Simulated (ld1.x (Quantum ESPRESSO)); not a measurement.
# lead (Pb), ultrasoft: configuration errors across variants

lead, ultrasoft, made with ld1.x (Quantum ESPRESSO) 7.5 (LDA (PZ), fully relativistic). Core [Xe] 4f14 5d10, reference 6s1 6p3. Waves: 6s (bound): rcut 1.60, rcutus 1.85 bohr; 6s channel at 0.6 Ry: rcut 1.60, rcutus 1.85 bohr; 6p (bound): rcut 2.40, rcutus 2.95 bohr; 6p channel at 0.05 Ry: rcut 2.40, rcutus 2.95 bohr. Local part: all-electron potential smoothed inside 2.10 bohr (lloc = -2). Core correction: none. Augmentation charge: built from norm-conserving waves at rcut, not smoothed further.

Open shells are filled in proportion to 2j + 1 (rel_dist='average').

All-electron excitation energies from the reference (eV): (1) 6s2 6p2 -8.644; (2) 6s2 6p1 -1.686; (3) 6s2 6p0 12.238; (4) 6s0 6p4 9.017; (5) 6s1 6p2 7.731; (6) 6s2 6p2.3 -9.536; (7) 6s2 6p1.5 -5.975.

The overlap operator is not positive definite (basis up to 400 Ry) in “wave 6s channel at 0.6 Ry: rcut 1.60, rcutus 1.85 bohr becomes 6s channel at 6.33 Ry: rcut 1.60, rcutus 1.85 bohr”. Such files are unfit for use, however small their errors in these radial tests.

5 further variants failed, have other tests or another functional or relativity, and are left out.

A true bound ghost makes a file unfit for plane-wave use even where its test errors are small: the radial tests pick states by their node count and pass the ghost by.

Errors AE − PS in meV (a dash: test not solved or not reliable):

```csv
change,(1),(2),(3),(4),(5),(6),(7),bound ghosts
base,+18,+44,+125,+35,+7.7,+14,+28,none
local potential all-electron potential smoothed inside 2.56 bohr (lloc = -2),+18,+44,+125,+35,+7.7,+13,+28,none
local potential all-electron potential smoothed inside 1.60 bohr (lloc = -2),+18,+44,+126,+35,+7.8,+14,+28,d
"wave 6s channel at 0.6 Ry: rcut 1.60, rcutus 1.85 bohr becomes 6s channel at 6.33 Ry: rcut 1.60, rcutus 1.85 bohr",–,–,–,–,–,–,–,not determined (overlap not positive)
"augmentation PSQ, inside the norm-conserving radii",–,–,–,–,–,–,–,none
core correction a·sin(br)/r model core inside 2.10 bohr,-31,-14,-49,-31,-14,-37,-21,none
core correction a·sin(br)/r model core inside 1.16 bohr,-39,-20,-53,-39,-15,-44,-27,none
```

(1) Give the same row for: waves 6p (bound): rcut 2.40, rcutus 3.32 bohr; 6p channel at 0.05 Ry: rcut 2.40, rcutus 3.32 bohr.

Results:

(1) +18, +44, +125, +35, +7.8, +14, +28; bound ghosts: none.
